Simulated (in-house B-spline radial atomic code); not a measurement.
How numerical settings move a run on Tc²⁺, [Kr] 4d5. Computed with a B-spline radial code for spherical atoms: non-relativistic BLYP, spherical fractional occupations, point nucleus.

Command:
```bash
python run_scf.py task.json out
```
Settings of the sound reference run:
```
Z                43
electrons        41
configuration    [Kr] 4d5
hamiltonian      nr
method           b88,lyp
spin_polarised   False
knot_spacing     0.22
spline_order     8
gauss_points     12
box_radius       22.22
max_iterations   70
damping          0.5
damped_steps     3
diis_vectors     10
tolerance        1e-08
start            Thomas-Fermi
```

Cost of the run: 0.13 s on 1 thread of Arm Neoverse V2 (shared host).

It converges in 10 iterations to -4205.959934 hartree, with 4d at -22.7224 eV. The other runs change the listed settings, some to values that make no sense; their results aren't properties of the atom or ion. Radii are in bohr (the nuclear one in fm), a minus after a letter asks for a j subshell, and «unchanged» means within 1e-8 hartree. The run stops when the residual is below 10 × tolerance × max(1, Z/10), or a noise floor if that is larger, and the energy moves by less than 1e-8 × √|E| hartree; so very loose and very tight tolerances often act alike.

| changed settings | outcome |
| --- | --- |
| spline_order = 6 | converged in 10 iterations, energy +4.86e-06 hartree from the reference, 4d level +1.4e-06 eV |
| spline_order = 7, first_knot = 0.000233, max_iterations = 60, diis_vectors = 1, tolerance = 1e-06 | not converged after 60 iterations, last residual 1.6e-01, last energy +1.10e+00 hartree from the reference |
| first_knot = 0.0233 | converged in 10 iterations, energy +2.09e-06 hartree from the reference, 4d level +3.3e-07 eV |
| spline_order = 4 | converged in 10 iterations, energy +1.99e-03 hartree from the reference, 4d level -1.8e-04 eV |
| hamiltonian = dirac, method = hf, nucleus = fermi, rms_radius = 4.41117, mass_number = 97, atomic_mass = 96.90636, speed_of_light = 32.25827 | stopped with error: Z/c is past the critical charge |
| spline_order = 6, gauss_points = 6, max_iterations = 75, diis_vectors = 0 | converged in 18 iterations, energy +4.86e-06 hartree from the reference, 4d level +1.0e-05 eV |
| electrons = 44, configuration = [Kr] 4d5 5s3, max_iterations = 75 | stopped with error: shell 5s holds at most 2 electrons |
| electrons = 47, configuration = [Kr] 4d11, max_iterations = 100 | stopped with error: shell 4d holds at most 10 electrons |
| diis_vectors = 0 | converged in 18 iterations, energy unchanged, 4d level +8.7e-06 eV |
| diis_vectors = 20 | converged in 10 iterations, energy unchanged |
| gauss_points = 8, box_radius = 2.22, max_iterations = 50, damped_steps = 0, start = bare nucleus | converged in 9 iterations, energy +3.56e+00 hartree from the reference, 4d level +2.8e+01 eV (the program warns: 4d has a positive eigenvalue: unbound, held by the box; 3p reaches the box edge) |
| first_knot = 2.33e-05 | converged in 9 iterations, energy +9.90e-07 hartree from the reference, 4d level +8.6e-05 eV |
| diis_vectors = 2 | converged in 16 iterations, energy unchanged, 4d level +1.2e-05 eV |
| first_knot = 2.33e-06 | converged in 9 iterations, energy +1.16e-06 hartree from the reference, 4d level +9.1e-05 eV |
| spline_order = 7 | converged in 10 iterations, energy +2.36e-06 hartree from the reference, 4d level -2.1e-06 eV |
| spline_order = 5 | converged in 10 iterations, energy +6.45e-05 hartree from the reference, 4d level -7.3e-06 eV |
| gauss_points = 4, max_iterations = 8 | not converged after 8 iterations, last residual 5.6e-06, last energy -4.45e-07 hartree from the reference |

What happens with spline_order = 10?

Converged in 10 iterations, energy +1.31e-06 hartree from the reference, 4d level -2.2e-06 eV.

What happens with gauss_points = 16, box_radius = 2.22, max_iterations = 100, damping = 0.8, tolerance = 1e-06?

Converged in 8 iterations, energy +3.56e+00 hartree from the reference, 4d level +2.8e+01 eV (the program warns: 4d has a positive eigenvalue: unbound, held by the box; 3p reaches the box edge).

What happens with first_knot = 0.00698?

Converged in 10 iterations, energy +4.40e-07 hartree from the reference, 4d level -1.7e-06 eV.

What happens with spline_order = 3?

Converged in 10 iterations, energy +1.16e-01 hartree from the reference, 4d level -7.8e-03 eV.
